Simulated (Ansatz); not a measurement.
`[GaH2][I]` + H₂Se → `[GaH2][SeH]` + HI at 400 K and 1 bar (ligand exchange at a Ga–I bond).

Isolated molecules relaxed with PBE0-D4/def2-TZVP in Ansatz; ΔE leaves out vibrations. CBS: MP2 limit from def2 TZ/QZ plus the TZ coupled-cluster correction, frozen cores. def2 core potentials past Kr. For Ga, I, Se outer-core shells are correlated without core-valence functions, which leaves a few kJ/mol of doubt a bond. Scalar relativity is left out up to krypton.

```json
{"species": "`[GaH2][I]`", "CCSD(T)/CBS energy (Eh)": "-2222.61527", "H − E (kJ/mol)": "54.5", "S (J/(mol·K))": "300.7"}
{"species": "H₂Se", "CCSD(T)/CBS energy (Eh)": "-2401.89790", "H − E (kJ/mol)": "49.4", "S (J/(mol·K))": "229.5"}
{"species": "`[GaH2][SeH]`", "CCSD(T)/CBS energy (Eh)": "-4326.46797", "H − E (kJ/mol)": "77.5", "S (J/(mol·K))": "311.3"}
{"species": "HI", "CCSD(T)/CBS energy (Eh)": "-298.03592", "H − E (kJ/mol)": "25.7", "S (J/(mol·K))": "215.0"}
```

H − E and S are ideal-gas, rigid-rotor, harmonic terms from PBE0-D4/def2-TZVP. 1 Eh = 2625.50 kJ/mol, R = 8.31446 J/(mol·K).

By hand: ΔE, ΔH, ΔS and ΔG.

ΔE = (-4326.46797) + (-298.03592) − (-2222.61527) − (-2401.89790) = 0.00928 Eh = 24.4 kJ/mol. Δ(H − E) = 77.5 + 25.7 − 54.5 − 49.4 = -0.7, so ΔH = 23.7 kJ/mol. ΔS = 311.3 + 215.0 − 300.7 − 229.5 = -3.9 J/(mol·K). ΔG = 23.7 − 400 × (-3.9)/1000 = 25.3 kJ/mol.

By hand: the equilibrium constant, and the temperature at which ΔG would vanish if ΔH and ΔS stayed fixed.

log₁₀ K = −ΔG/(RT ln 10) = -3.3. ΔH and −TΔS have one sign here, so there is no such temperature.

The number of gas molecules stays the same, so ΔS is small and ΔH decides. A doubt of 5 kJ/mol in ΔE shifts log₁₀ K by 0.7 here. These are equilibria of isolated gas molecules and say nothing of rates. Largest T1 diagnostic: 0.012 (customary marks: 0.02 for closed shells, 0.045 for open ones).

ΔS is within the doubt of such terms, so its sign, and with it that verdict, could turn.
